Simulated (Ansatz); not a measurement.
The molecule GaO, multiplicity 2 (the spin of the measured ground state). No spin–orbit coupling. Ga is treated without relativity. The T1 diagnostic near the minimum is 0.054, so single-reference values are doubtful.

The constants come from a fifth-degree fit in 1/R (seven points, main isotopes). Runs in def2 and cc sets follow the lowest solution found near the PBE0 minimum.

Correlated levels freeze the inner cores; with def2 sets outer-core shells near the valence are correlated too. CBS(a, b) extrapolates the correlation energy as X⁻³ and adds the Hartree–Fock energy of set b.

Run with Ansatz (Gaussian basis) for Hartree–Fock, density functionals and correlated methods. Values without a source in brackets are computed.

Task: What bond length and harmonic frequency does B97M-V/def2-TZVPP give, and what D_e (from each atom's lowest state at the same level)?

Result: r_e = 1.703 Å, ω_e = 747 cm⁻¹, D_e = 4.39 eV.

Task: What bond length and harmonic frequency does B3LYP/def2-TZVPP give, and what D_e (from each atom's lowest state at the same level)?

Result: r_e = 1.721 Å, ω_e = 717 cm⁻¹, D_e = 4.24 eV.

Task: What bond length and harmonic frequency does CCSD(T)/CBS(def2-TZVPP, def2-QZVPP) give?

Result: r_e = 1.691 Å, ω_e = 774 cm⁻¹.

Measured for the ground state: ω_e 767.5 cm-1, ω_e x_e 6.24 cm-1 [Huber and Herzberg (1979), NIST Chemistry WebBook]. D_0 3.838 ± 0.22 eV (a handbook's tabulated 298 K bond energy less 3RT/2; such tables hold older values) [Luo, bond dissociation energies, CRC Handbook].

Doubts at one or more of the structures used: T1 above 0.05 (CCSD(T)/CBS(def2-TZVPP, def2-QZVPP)).

Ansatz is an electronic-structure program.
